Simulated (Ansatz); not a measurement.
This geometry of FH$_{2}$NOSi (6 atoms, charge 0, multiplicity 1) is a first-order saddle point.

Computed with Ansatz, RKS PBE0-D4/def2-TZVP.

```xyz
6
Properties=species:S:1:pos:R:3
N -0.472 0.854 -0.928
Si -0.066 -0.391 -0.149
O 0.657 -0.571 1.285
F -0.257 -1.879 -0.619
H -0.722 1.729 -1.319
H 0.860 0.257 1.730
```

(1) Which two structures does it join? (They come from a converged band through this point; their orientation in space is the band's.)

(2) How far does it lie above each of them?

## Answers

(1) No bond is made or broken. The dihedral H5–N1–Si2–F4 changes from 0 to -180° by way of a nearly straight angle H5–N1–Si2 (up to 172°), not by a turn about the bond.

Initial state:

```xyz
6
Properties=species:S:1:pos:R:3
N -0.342 1.127 -0.681
Si -0.073 -0.319 -0.122
O 0.676 -0.585 1.279
F -0.398 -1.761 -0.668
H -0.807 1.327 -1.553
H 0.945 0.212 1.744
```

Final state:

```xyz
6
Properties=species:S:1:pos:R:3
N -0.605 0.739 -1.152
Si -0.110 -0.401 -0.187
O 0.655 -0.496 1.236
F -0.348 -1.904 -0.568
H -0.487 1.724 -0.975
H 0.895 0.338 1.647
```

(2) 18.0 kJ/mol above the first and 9.7 kJ/mol above the second. This is the barrier of this one path; another mechanism may lie lower.

Run time: 2.9 min on 2 threads of Arm Neoverse V1, with other jobs on the host, peak memory 0.24 GiB.
